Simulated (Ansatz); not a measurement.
Si₂H₄Cl₄, closed shell: a nudged elastic band.

Input (in.yaml):

```yaml
crystal:
  periodic: [false, false, false]
  atoms:
    - {symbol: Si, position_ang: [-1.037670, -0.075498, -0.943181]}
    - {symbol: Si, position_ang: [0.426567, -1.172431, 0.505211]}
    - {symbol: Cl, position_ang: [-0.761887, -0.709008, -2.863659]}
    - {symbol: Cl, position_ang: [-2.976718, -0.431834, -0.415283]}
    - {symbol: Cl, position_ang: [-0.772376, 1.967930, -0.935257]}
    - {symbol: H, position_ang: [1.038522, 2.380377, 0.713569]}
    - {symbol: Cl, position_ang: [1.968914, 2.253764, 1.590437]}
    - {symbol: H, position_ang: [0.123828, -2.620471, 0.377666]}
    - {symbol: H, position_ang: [1.818654, -0.889105, 0.082589]}
    - {symbol: H, position_ang: [0.172066, -0.703725, 1.888008]}
basis:
  gaussian: {orbitals: def2-SVP}
hamiltonian: {xc: pbe0, dispersion: d4}
neb:
  images: 5
  climbing: true
  max_iterations: 40
  initial_path: idpp
  final_atoms:
    - {symbol: Si, position_ang: [-1.325614, 1.239711, -1.328081]}
    - {symbol: Si, position_ang: [1.384645, -1.285697, 1.385611]}
    - {symbol: Cl, position_ang: [-0.052125, -0.009086, -2.300477]}
    - {symbol: Cl, position_ang: [-2.292928, 0.216301, 0.136154]}
    - {symbol: Cl, position_ang: [-2.693595, 1.952566, -2.650344]}
    - {symbol: H, position_ang: [-0.580737, 2.362116, -0.746709]}
    - {symbol: Cl, position_ang: [1.418355, 0.767132, 1.236821]}
    - {symbol: H, position_ang: [0.333220, -1.807381, 0.486387]}
    - {symbol: H, position_ang: [2.715876, -1.796724, 0.987368]}
    - {symbol: H, position_ang: [1.092802, -1.638938, 2.793371]}
```

Run by:

```bash
ansatz run in.yaml --threads 2 --pin off --events-out ev --progress --plain --max-ram 32768MiB --backend cpu
```

What Ansatz 0.2.0 printed:

```
Functional definition: PBE0
  name "PBE0"
  cite "Adamo & Barone, J. Chem. Phys. 110, 6158 (1999) doi:10.1063/1.478522"
  cite "Perdew, Burke & Ernzerhof, Phys. Rev. Lett. 77, 3865 (1996) doi:10.1103/PhysRevLett.77.3865"
  parent pbe
  parameter a = 0.25
  parameter kappa = 0.804
  parameter beta = 0.06672455060314922
  exchange = (1 - a)*pbe_x(kappa = kappa, mu = beta*pi^2/3) + a*exact_x
  correlation = pbe_c(beta = beta)
1259 factors; integrals over basis functions are off by at most 2.8e-4 eV
mean field evaluation 1: about -65870.7137 eV, gradient 1.6e1 eV
mean field evaluation 2: about -65870.7091 eV, gradient 1.7e1 eV
mean field evaluation 4: about -65871.4718 eV, gradient 4.8e-1 eV
mean field evaluation 8: about -65871.4721 eV, gradient 2.7e-2 eV
mean field -65871.47214691 eV, -2420.7319521114 hartree, gradient 3.9e-5 eV, S^2 0.000000; 0 other end points of the search recorded, 0 dependent functions left out
the calculation of the forces begins
reference -65871.47217407 eV, -2420.7319531094 hartree; 50, 50 occupied and 78, 78 virtual orbitals, 1259 factors
1261 factors; integrals over basis functions are off by at most 1.0e-3 eV
mean field evaluation 16: about -65871.8113 eV, gradient 1.3e1 eV
mean field -65872.23603009 eV, -2420.7600243005 hartree, gradient 2.9e-5 eV, S^2 0.000000; 0 other end points of the search recorded, 0 dependent functions left out
the calculation of the forces begins
reference -65872.23605921 eV, -2420.7600253706 hartree; 50, 50 occupied and 78, 78 virtual orbitals, 1261 factors
WARN: NEB end point (image 0): max|allowed force component| = 3.241e-1 eV/Å (the criterion of neb.relax_end_points is 1.000e-2). That is over neb.f_tol: it is no minimum, so the barrier can be far off. Relax it first
WARN: NEB end point (image 6): max|allowed force component| = 3.463e-1 eV/Å (the criterion of neb.relax_end_points is 1.000e-2). That is over neb.f_tol: it is no minimum, so the barrier can be far off. Relax it first
1259 factors; integrals over basis functions are off by at most 2.7e-4 eV
mean field evaluation 32: about -65869.9814 eV, gradient 2.4e0 eV
mean field -65869.99688975 eV, -2420.6777374109 hartree, gradient 3.5e-6 eV, S^2 0.000000; 0 other end points of the search recorded, 0 dependent functions left out
the calculation of the forces begins
reference -65869.99691735 eV, -2420.6777384252 hartree; 50, 50 occupied and 78, 78 virtual orbitals, 1259 factors
1259 factors; integrals over basis functions are off by at most 2.6e-4 eV
mean field -65867.40772677 eV, -2420.5825874261 hartree, gradient 2.7e-5 eV, S^2 0.000000; 0 other end points of the search recorded, 0 dependent functions left out
the calculation of the forces begins
reference -65867.40775455 eV, -2420.5825884473 hartree; 50, 50 occupied and 78, 78 virtual orbitals, 1259 factors
1261 factors; integrals over basis functions are off by at most 2.2e-4 eV
mean field evaluation 64: about -65865.2505 eV, gradient 8.2e0 eV
mean field -65865.50371419 eV, -2420.5126162547 hartree, gradient 4.8e-5 eV, S^2 0.000000; 0 other end points of the search recorded, 0 dependent functions left out
the calculation of the forces begins
reference -65865.50374205 eV, -2420.5126172784 hartree; 50, 50 occupied and 78, 78 virtual orbitals, 1261 factors
1262 factors; integrals over basis functions are off by at most 6.4e-4 eV
mean field -65867.45805730 eV, -2420.5844370392 hartree, gradient 3.1e-5 eV, S^2 0.000000; 0 other end points of the search recorded, 0 dependent functions left out
the calculation of the forces begins
reference -65867.45808554 eV, -2420.5844380769 hartree; 50, 50 occupied and 78, 78 virtual orbitals, 1262 factors
1261 factors; integrals over basis functions are off by at most 9.5e-4 eV
mean field evaluation 96: about -65869.6206 eV, gradient 1.8e1 eV
mean field -65870.55433546 eV, -2420.6982231628 hartree, gradient 2.4e-5 eV, S^2 0.000000; 0 other end points of the search recorded, 0 dependent functions left out
the calculation of the forces begins
reference -65870.55436469 eV, -2420.6982242370 hartree; 50, 50 occupied and 78, 78 virtual orbitals, 1261 factors
NEB iter   1: max|band force component| = 3.282e0 eV/Å  barrier→ = 5.9386 eV  barrier← = 6.6873 eV  Δτ_max = 0.2000 Å  (182 SCF iters)
NEB iter   2: max|band force component| = 3.230e0 eV/Å  barrier→ = 4.8446 eV  barrier← = 5.5933 eV  Δτ_max = 0.2000 Å  (140 SCF iters)
NEB iter   3: max|band force component| = 3.343e0 eV/Å  barrier→ = 3.9159 eV  barrier← = 4.6645 eV  Δτ_max = 0.2000 Å  (142 SCF iters)
NEB iter   4: max|band force component| = 5.584e0 eV/Å  barrier→ = 3.4188 eV  barrier← = 4.1674 eV  Δτ_max = 0.1024 Å  (137 SCF iters)
NEB iter   5: max|band force component| = 2.518e0 eV/Å  barrier→ = 3.2106 eV  barrier← = 3.9592 eV  Δτ_max = 0.2000 Å  (129 SCF iters)
NEB iter   6: max|band force component| = 1.266e0 eV/Å  barrier→ = 2.8783 eV  barrier← = 3.6269 eV  Δτ_max = 0.2000 Å  (133 SCF iters)
NEB iter   7: max|band force component| = 8.840e-1 eV/Å  barrier→ = 2.5266 eV  barrier← = 3.2752 eV  Δτ_max = 0.2000 Å  (134 SCF iters)
NEB iter   8: max|band force component| = 1.079e0 eV/Å  barrier→ = 1.9782 eV  barrier← = 2.7268 eV  Δτ_max = 0.1010 Å  (130 SCF iters)
NEB iter   9: max|band force component| = 9.491e-1 eV/Å  barrier→ = 1.6905 eV  barrier← = 2.4391 eV  Δτ_max = 0.2000 Å  (127 SCF iters)
NEB iter  10: max|band force component| = 7.889e-1 eV/Å  barrier→ = 1.2311 eV  barrier← = 1.9797 eV  Δτ_max = 0.2000 Å  (128 SCF iters)
NEB iter  11: max|band force component| = 5.006e-1 eV/Å  barrier→ = 1.4192 eV  barrier← = 2.1678 eV  Δτ_max = 0.1357 Å  (130 SCF iters)
NEB iter  12: max|band force component| = 7.183e-1 eV/Å  barrier→ = 1.5108 eV  barrier← = 2.2594 eV  CI = image 2  Δτ_max = 0.1977 Å  (113 SCF iters)
NEB iter  13: max|band force component| = 1.135e0 eV/Å  barrier→ = 1.4857 eV  barrier← = 2.2343 eV  CI = image 2  Δτ_max = 0.2000 Å  (119 SCF iters)
NEB iter  14: max|band force component| = 1.164e0 eV/Å  barrier→ = 1.9568 eV  barrier← = 2.7054 eV  CI = image 2  Δτ_max = 0.1014 Å  (119 SCF iters)
NEB iter  15: max|band force component| = 8.406e-1 eV/Å  barrier→ = 2.0022 eV  barrier← = 2.7508 eV  CI = image 2  Δτ_max = 0.2000 Å  (123 SCF iters)
NEB iter  16: max|band force component| = 7.523e-1 eV/Å  barrier→ = 2.0037 eV  barrier← = 2.7523 eV  CI = image 2  Δτ_max = 0.0499 Å  (115 SCF iters)
NEB iter  17: max|band force component| = 6.411e-1 eV/Å  barrier→ = 1.9664 eV  barrier← = 2.7150 eV  CI = image 2  Δτ_max = 0.0345 Å  (108 SCF iters)
NEB iter  18: max|band force component| = 3.547e-1 eV/Å  barrier→ = 1.9461 eV  barrier← = 2.6948 eV  CI = image 2  Δτ_max = 0.0495 Å  (112 SCF iters)
NEB iter  19: max|band force component| = 1.602e-1 eV/Å  barrier→ = 1.9180 eV  barrier← = 2.6666 eV  CI = image 2  Δτ_max = 0.0433 Å  (110 SCF iters)
NEB iter  20: max|band force component| = 1.882e-1 eV/Å  barrier→ = 1.9092 eV  barrier← = 2.6578 eV  CI = image 2  Δτ_max = 0.0215 Å  (112 SCF iters)
NEB iter  21: max|band force component| = 9.889e-2 eV/Å  barrier→ = 1.9074 eV  barrier← = 2.6560 eV  CI = image 2  Δτ_max = 0.0068 Å  (109 SCF iters)
NEB iter  22: max|band force component| = 6.177e-2 eV/Å  barrier→ = 1.9070 eV  barrier← = 2.6556 eV  CI = image 2  Δτ_max = 0.0252 Å  (101 SCF iters)
NEB iter  23: max|band force component| = 1.298e-2 eV/Å  barrier→ = 1.9069 eV  barrier← = 2.6555 eV  CI = image 2  CI's point: of a kind that is not told: the force calls were inconclusive, a negative curvature could not be distinguished from the path's own, the only one lies far off the path, or fixed occupations may fill a level only in part  Δτ_max = 0.0000 Å  (868 SCF iters)
Total energy: -65869.91020276 eV, -2420.6745517228 hartree
Atom 0 at    -0.891880     0.445962    -0.868013 Å, force    -0.001124     0.001619    -0.001622 eV/Å
Atom 1 at     0.750511    -0.776505     0.770274 Å, force    -0.009413     0.010756    -0.009591 eV/Å
Atom 2 at    -0.377318    -0.550874    -2.580238 Å, force     0.001598    -0.000662    -0.002895 eV/Å
Atom 3 at    -2.656395    -0.254666    -0.103026 Å, force    -0.001433    -0.001562     0.002629 eV/Å
Atom 4 at    -1.117423     2.428653    -1.314306 Å, force    -0.003719     0.007517    -0.002900 eV/Å
Atom 5 at     0.378231     0.860129     0.267432 Å, force     0.000800    -0.008401     0.002362 eV/Å
Atom 6 at     1.533582     1.570994     1.275531 Å, force     0.004290     0.000203     0.001924 eV/Å
Atom 7 at    -0.138717    -1.784539     0.081863 Å, force     0.006400    -0.003488     0.005078 eV/Å
Atom 8 at     2.114084    -1.054411     0.264256 Å, force     0.002523    -0.004261     0.002877 eV/Å
Atom 9 at     0.405225    -0.884744     2.206328 Å, force     0.000078    -0.001721     0.002139 eV/Å
Dipole moment:    -0.143748    -0.438943    -0.092807 e Å

[the SCF lines of later steps are left out]
```

Time: 12 min of wall clock on 2 CPU threads of an AMD EPYC 7R13; the host was shared. Peak host memory: 0.85 GiB.
